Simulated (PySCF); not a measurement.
Compound: C6H10F2OS.
Atom-mapped SMILES: `[CH3:1][C:2](=[S:3])[C:4]([CH3:5])([CH3:6])[O:7][CH:8]([F:9])[F:10]` (hydrogens: H11, H12, H13 on C1; H14, H15, H16 on C5; H17, H18, H19 on C6; H20 on C8)

Level of theory: PySCF 2.14.0, PBE0-D3(BJ)/def2-SVP geometry optimisation, gas phase.

Task: List the bond lengths, angles and torsions at this level.

Result: 
```json
{"bond": "C1–C2", "length (Å)": "1.498", "order": "single"}
{"bond": "C2=S3", "length (Å)": "1.625", "order": "double"}
{"bond": "C2–C4", "length (Å)": "1.537", "order": "single"}
{"bond": "C4–C5, C4–C6", "length (Å)": "1.523", "order": "single"}
{"bond": "C4–O7", "length (Å)": "1.438", "order": "single"}
{"bond": "O7–C8", "length (Å)": "1.353", "order": "single"}
{"bond": "C8–F9", "length (Å)": "1.349", "order": "single"}
{"bond": "C8–F10", "length (Å)": "1.339", "order": "single"}
{"bond": "C1–H11, C1–H12, C1–H13", "length (Å)": "1.100", "order": "single"}
{"bond": "C5–H14 and 5 like bonds", "length (Å)": "1.098", "order": "single"}
{"bond": "C8–H20", "length (Å)": "1.106", "order": "single"}
```

Bonds in one row agree within 0.01 Å and their mean is given. Orders are formal, as drawn. A selection of angles:
```json
{"angle": "C1–C2–S3", "degrees": "122.0"}
{"angle": "C1–C2–C4", "degrees": "115.7"}
{"angle": "S3–C2–C4", "degrees": "122.2"}
{"angle": "C2–C4–C5", "degrees": "114.2"}
{"angle": "C2–C4–C6", "degrees": "108.4"}
{"angle": "C2–C4–O7", "degrees": "108.5"}
{"angle": "C5–C4–C6", "degrees": "110.4"}
{"angle": "C5–C4–O7", "degrees": "110.4"}
{"angle": "C6–C4–O7", "degrees": "104.5"}
{"angle": "C4–O7–C8", "degrees": "117.3"}
{"angle": "O7–C8–F9", "degrees": "110.8"}
{"angle": "O7–C8–F10", "degrees": "107.8"}
{"angle": "F9–C8–F10", "degrees": "107.2"}
```

Dihedral angles: C1–C2–C4–C5 -170° (antiperiplanar); C2–C4–O7–C8 -65° (synclinal); C4–O7–C8–F9 -96° (anticlinal). The mirror-image conformer, all signs reversed, is as good.

The 4 C–C bonds span 1.498 Å (C1–C2, drawn single) to 1.537 Å (C2–C4, drawn single), a spread of 0.039 Å. The C–O distances run from 1.353 Å (O7–C8, drawn single) to 1.438 Å (C4–O7, drawn single), a spread of 0.085 Å. Of the pairs four or more bonds apart, C2···H20 is among the closest relative to their van der Waals radii: 2.55 Å, 88 % of the sum of Bondi's values.

Point group: C1 (no symmetry element, even within 0.4 Å). No frequency check. The numbers are those of one conformer.
